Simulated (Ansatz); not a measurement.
FGe₂H₆N, SMILES `[F][GeH2][NH][GeH3]`, relaxed with RKS PBE0-D4/def2-TZVP in Ansatz from a PBE-D4/def2-SVP geometry. The force threshold is 0.005 eV/Å; the program also tests the step.

The species carries charge 0 and has multiplicity 1.

Start:

```xyz
10

F    -2.594    0.087   -0.177
Ge   -1.168   -0.632   -0.943
N     0.328    0.349   -0.575
Ge    1.186    0.413    1.075
H    -1.016   -2.030   -0.305
H    -1.442   -0.584   -2.465
H     0.442    1.185   -1.158
H     0.856   -0.936    1.761
H     0.695    1.598    1.955
H     2.714    0.550    0.833
```

```csv
step,energy (eV),largest force (eV/Å),largest move (Å)
1,-117325.8361,0.510,0.000
2,-117325.8642,0.181,0.028
3,-117325.8669,0.034,0.012
4,-117325.8670,0.008,0.005
5,-117325.8671,0.007,0.011
6,-117325.8671,0.004,0.002
```

End:

```xyz
10

F    -2.563    0.082   -0.188
Ge   -1.151   -0.626   -0.941
N     0.319    0.355   -0.562
Ge    1.178    0.406    1.069
H    -1.017   -2.012   -0.305
H    -1.441   -0.587   -2.445
H     0.438    1.178   -1.134
H     0.854   -0.928    1.754
H     0.693    1.585    1.933
H     2.690    0.546    0.820
```

Hardware: 2 threads of an AMD EPYC 7R13 on a shared host and a share of an NVIDIA H100 80 GB. Wall time 21 s, peak host memory 0.91 GiB.
